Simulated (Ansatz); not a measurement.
Computed with Ansatz on PBE0-D4/def2-TZVP structures; ΔE is electronic, products minus reactants. CCSD(T)/CBS is the MP2 limit (def2-TZVPP, def2-QZVPP) plus CCSD(T) − MP2 in def2-TZVPP, frozen cores. This one scheme is used for every species, atoms too. DFT in def2-TZVPP. Open shells (•) are unrestricted, without spin–orbit coupling. Spin–orbit coupling would lower the free atoms: a little for C; clearly for Ga. For Ga outer-core shells are correlated without core-valence functions, so the limit isn't a true one: a few kJ/mol of doubt a bond, and 10 to 20 or more in all where bonds break to atoms. Scalar relativity is left out up to krypton. Each species was taken in one conformer, which may not be the lowest.

Reaction (atomization): `CC[N](C)[GaH][CH3]` → 4 C• + Ga• + 12 H• + N•

`CC[N](C)[GaH][CH3]`:

Cartesian coordinates in Å:
```
C -0.729 -1.363 -1.481
C 0.240 -1.068 -0.344
N 0.601 0.326 -0.213
C 1.455 0.819 -1.264
Ga 0.019 1.370 1.169
C -1.134 0.528 2.517
H -0.966 -2.430 -1.516
H -1.661 -0.809 -1.344
H -0.312 -1.086 -2.451
H -0.206 -1.405 0.596
H 1.151 -1.671 -0.486
H 0.973 0.800 -2.251
H 2.377 0.224 -1.342
H 1.742 1.853 -1.064
H 0.528 2.852 1.127
H -2.008 0.071 2.048
H -0.592 -0.263 3.043
H -1.478 1.252 3.257
```

Question: What is ΔE at CCSD(T)/CBS? (Estimate.)

Answer: The calculation gave: +6568.5 kJ/mol.

Question: What do these levels give: LDA (SPW92), BLYP-D4, PBE0-D4, r2SCAN0-D4, BHLYP-D4, PBE-QIDH, BLYP, r2SCAN0, BHLYP, CCSD/def2-SVP, HF/def2-TZVPP, MP2/def2-QZVPP? (An estimate is asked.)

Answer: Ansatz gave: LDA (SPW92) 7447.9, BLYP-D4 6528.0, PBE0-D4 6580.9, r2SCAN0-D4 6500.4, BHLYP-D4 6415.2, PBE-QIDH 6539.3, BLYP 6442.7, r2SCAN0 6488.3, BHLYP 6367.9, CCSD/def2-SVP 6223.1, HF/def2-TZVPP 4837.5, MP2/def2-QZVPP 6559.5 kJ/mol.

Largest T1 diagnostic among the species: 0.013.

Leaving LDA and LC-ωPBE aside and taking each functional with its dispersion term where it has one, the values, not all of them listed here, spread over 244.9 kJ/mol, from BHLYP-D4 to PBE-D4. LDA lies +827.2 kJ/mol from PBE without D4, its usual overbinding. From r2SCAN to r2SCAN0 (25 % exact exchange), in def2-TZVPP and without D4, ΔE moves by −66.2 kJ/mol: exact exchange takes away binding that semilocal exchange gives to molecules.

For atomizations the MP2-based limit and the directly extrapolated one differ by several kJ/mol either way, and by 10 to 25 for some Ge, Se and Sn compounds, so smaller differences from it don't rank the levels.
